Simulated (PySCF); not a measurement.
PySCF 2.14 output of an unrestricted M06-L calculation on a single atom or ion in x2c-QZVPPall with one added diffuse shell each of s, p, d, f type (12s9p6d5f1g, 113 functions), with the spin-free X2C one-electron Hamiltonian (Gaussian nucleus):

```
SCF conv_tol = 1e-09
number electrons alpha = 19  beta = 16
    Y. Zhao and D. G. Truhlar.,  J. Chem. Phys. 125, 194101 (2006)
    Y. Zhao and D. G. Truhlar.,  J. Chem. Phys. 125, 194101 (2006)
    Y. Zhao and D. G. Truhlar.,  Theor. Chem. Acc. 120, 215 (2008)
cycle= 1 E= -2788.97132322726  delta_E= -0.0122  |g|= 0.0354  |ddm|= 0.454
cycle= 2 E= -2788.9714960087  delta_E= -0.000173  |g|= 0.0244  |ddm|= 0.047
cycle= 3 E= -2788.97153315338  delta_E= -3.71e-05  |g|= 0.00364  |ddm|= 0.00797
cycle= 4 E= -2788.9715355962  delta_E= -2.44e-06  |g|= 0.000535  |ddm|= 0.00877
cycle= 5 E= -2788.97153571147  delta_E= -1.15e-07  |g|= 8.75e-05  |ddm|= 0.00158
cycle= 6 E= -2788.97153571426  delta_E= -2.8e-09  |g|= 2.11e-05  |ddm|= 0.000304
cycle= 7 E= -2788.97153571444  delta_E= -1.79e-10  |g|= 2.5e-06  |ddm|= 5.84e-05
converged SCF energy = -2788.97153571444  <S^2> = 3.7540424  2S+1 = 4.0020207
```

The run itself started from symmetry-adapted Hartree-Fock orbitals and held the occupation by maximum overlap, on a logarithmic radial grid, so the iterations belong to that start.

Which element, charge and spin multiplicity is this?

Kr+ (krypton, charge +1), multiplicity 4; the state was [Ar] 3d10 4s2 4p4 5s1, high-spin 4P determinant (an excited configuration).

The outer electron is Rydberg-like, and this basis confines it to a smaller radius and binds it less than a complete one would.
